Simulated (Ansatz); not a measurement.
Ideal-gas functions of `F[SiH2]S[SiH2]F` at 298.15 K and 1 bar, from an Ansatz frequency run at PBE0-D4/def2-TZVP.

Molar mass 130.27 g/mol, point group C2 (symmetry number 2), electronic degeneracy 1, moments of inertia 112.563, 393.683, 418.543 u Å². Harmonic wavenumbers (cm⁻¹, unscaled): 39, 49, 131, 231, 251, 503, 516, 579, 656, 740, 757, 869, 873, 885, 926, 949, 955, 2254, 2260, 2275, 2278.

Use S(trans) = R[1.5 ln M + 2.5 ln T − 1.1517]; rotational temperatures θ = 24.2544 K / I; S(rot) = R[ln(√π/σ · √(T³/θAθBθC)) + 1.5]; for each mode x = 1.438777 ν̃/T, S = R[x/(eˣ − 1) − ln(1 − e⁻ˣ)] and H = RT x/(eˣ − 1); 1 cm⁻¹ = 0.0119627 kJ/mol; R = 8.31446 J/(mol·K).

Question: By hand: the entropy, in J/(mol·K).

Answer: Translation 169.6. Rotation: θ = 0.2155, 0.0616, 0.0579 K, giving 112.3. Vibration, mode by mode: 22.21, 20.32, 12.26, 7.83, 7.21, 2.72, 2.59, 2.04, 1.52, 1.10, 1.03, 0.66, 0.65, 0.62, 0.53, 0.48, 0.47, 0.00, 0.00, 0.00, 0.00, in all 84.2. Electronic 0.0. Sum 366.1 J/(mol·K).

Question: By hand: H − E and G − E in kJ/mol, counted from the electronic energy.

Answer: Zero-point energy ½ × 18976 × 0.0119627 = 113.5; thermal vibration 12.1; translation, rotation and pV give 4 RT = 9.9. H − E = 135.5 kJ/mol, and G − E = 135.5 − 298.15 × 366.1/1000 = 26.3 kJ/mol.

Vibration gives 23 % of the entropy, 54.8 J/(mol·K) of it from the modes under 150 cm⁻¹: soft modes count most, and the harmonic formula is weakest for them. The sum counts one conformer and one mirror image; others add a mixing term.
